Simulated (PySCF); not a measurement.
# Radial density of Nb²⁺ (niobium, charge +2)

UHF, [Kr] 4d2 5s1, 5s spin antiparallel (an excited configuration). Calculation: PySCF 2.14, in x2c-TZVPPall (8s6p6d2f1g, 79 functions); the spin-free X2C one-electron Hamiltonian (Gaussian nucleus).

```csv
r (bohr),4πr²ρ (e/bohr),4πr²(ρα − ρβ)
0.0385,46.46,-0.0020
0.0648,46.74,-0.0031
0.109,63.66,0.0226
0.183,43.99,0.1846
0.308,45.93,0.2204
0.518,30.68,0.0032
0.872,10.29,0.4041
1.47,6.856,1.3499
2.47,1.267,0.1107
4.15,0.2314,-0.1879
6.98,0.002047,-0.0020
```

Densities and radii are taken from the X2C orbitals without a picture-change correction, which distorts them close to the nucleus.

With the s spin flipped the determinant is a mixture of two multiplicities, not a spectroscopic state.
